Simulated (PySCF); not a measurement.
formamidinium (CH5N2), SMILES [NH2+]=CN, charge +1. Atoms are numbered in the order given.

```xyz
8

N      0.0000     1.1682    -0.1757
C      0.0000     0.0000     0.4278
N      0.0000    -1.1682    -0.1757
H      0.0000     1.2718    -1.1893
H      0.0000     2.0229     0.3753
H      0.0000     0.0000     1.5203
H      0.0000    -1.2718    -1.1893
H      0.0000    -2.0229     0.3753
```
Charge +1, spin multiplicity 1.

Geometry: PBE-D3(BJ)/def2-TZVP. The values are those of a single conformer.

Calculation: HF/pcSseg-2 (PySCF).

GIAO shieldings, no solvent; atoms listed in one row are averaged. δ = σ(ref) − σ: ¹⁵N against NH3 (σ = 262.2 ppm); ¹³C against TMS (σ = 193.3 ppm); ¹H against TMS (σ = 31.98 ppm), references at their B3LYP-D3(BJ)/def2-TZVP geometries, non-relativistic.

Computed chemical shifts:
```tsv
nucleus	atoms	count	δ (ppm)
¹⁵N	N1, N3	2	111.6
¹³C	C2	1	175.7
¹H	H6	1	8.36
¹H	H8, H5	2	7.13
¹H	H7, H4	2	6.83
```
